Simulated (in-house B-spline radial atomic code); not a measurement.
**Response and correlation of Br⁵⁺**

Closed shell [Ar] 3d10 4s2. Computed with an all-electron radial atomic-structure program (B-spline basis): Dirac-Hartree-Fock, relativistic RPA (time-dependent Dirac-Hartree-Fock) for the response and second-order many-body perturbation theory for correlation, no-pair Dirac-Coulomb Hamiltonian, finite nucleus.

Command:
```bash
python run_mb.py task.json out
```
Settings (nuclear radius in fm, box in bohr, cutoff in hartree):
```
basis_form          2
Z                   35
core_configuration  [Ar] 3d10 4s2
rms_radius          4.1629
mass_number         79
speed_of_light      137.036
box_radius          10.732
lmax                7
intervals           62
virtual_cutoff      30625.0
```

Run time, properties included: 3.4 s on 1 thread of AMD EPYC 9R45, on a shared host.

| multipole (bohr³, bohr⁵, bohr⁷) | uncoupled | coupled RPA |
| --- | --- | --- |
| dipole | 3.4929 | 3.9642 |
| quadrupole | 4.0186 | 4.9327 |
| octupole | 11 | ? |

Question: What is the coupled octupole polarisability?

Answer: 12.961 atomic units, +18 % against the uncoupled value.

Question: Which subshells carry the dipole polarisability?

Answer: 4s1/2 98.9 %, 3d5/2 0.7 %, 3d3/2 0.4 %.

Question: What does the dipole shielding factor come to?

Answer: The dipole shielding factor is 0.857, against the exact N/Z = 30/35 = 0.857 of the non-relativistic theorem.

Dipole polarisability at imaginary frequency:

| u (Eh) | α(iu) (bohr³) |
| --- | --- |
| 0 | 3.964 |
| 0.294 | 3.367 |
| 0.735 | 1.955 |
| 1.47 | 0.9129 |
| 2.2 | 0.5707 |
| 2.94 | 0.4145 |
| 4.41 | 0.2698 |
| 5.88 | 0.1977 |
| 7.35 | 0.1533 |
| 10.3 | 0.1009 |
| 14.7 | 0.06178 |
| 22 | 0.03343 |
| 29.4 | 0.02084 |
| 44.1 | 0.01044 |
| 73.5 | 0.004235 |
| 147 | 0.00119 |

Question: What dispersion coefficients follow for two such ions (the dispersion part alone)?

Answer: C6 = (3/π)∫α(iu)²du = 9.125 hartree·bohr⁶ and C8 = 76.03 hartree·bohr⁸.

Lowest J = 1 odd-parity excitations:

| energy (eV) | oscillator strength | leading channel | weight |
| --- | --- | --- | --- |
| 11.035 | 0.00269 | 4s1/2 → p1/2 | 0.721 |
| 18.114 | 1.6 | 4s1/2 → p3/2 | 0.714 |
| 49.053 | 0.00391 | 4s1/2 → p1/2 | 0.819 |
| 49.842 | 0.0619 | 4s1/2 → p3/2 | 0.818 |
| 63.246 | 0.00248 | 4s1/2 → p1/2 | 0.851 |
| 63.558 | 0.0332 | 4s1/2 → p3/2 | 0.851 |
| 71.748 | 0.0024 | 4s1/2 → p1/2 | 0.868 |
| 71.996 | 0.0295 | 4s1/2 → p3/2 | 0.868 |

For an outer ns² shell RPA puts the lowest triplet far too low, and second order misses the ns²-np² near-degeneracy.

Second-order correlation energy by the highest angular momentum of the excited pair (hartree): s -0.02207, p -0.2298, d -0.5912, f -0.5102, g -0.166, h -0.07154, i -0.03268, k -0.01663.

Question: What is the second-order correlation energy at the partial-wave limit?

Answer: The listed waves sum to -1.6402 hartree; extrapolating the increments as (l + 1/2)⁻⁴ gives -1.6742 hartree, -1.52 eV per electron.
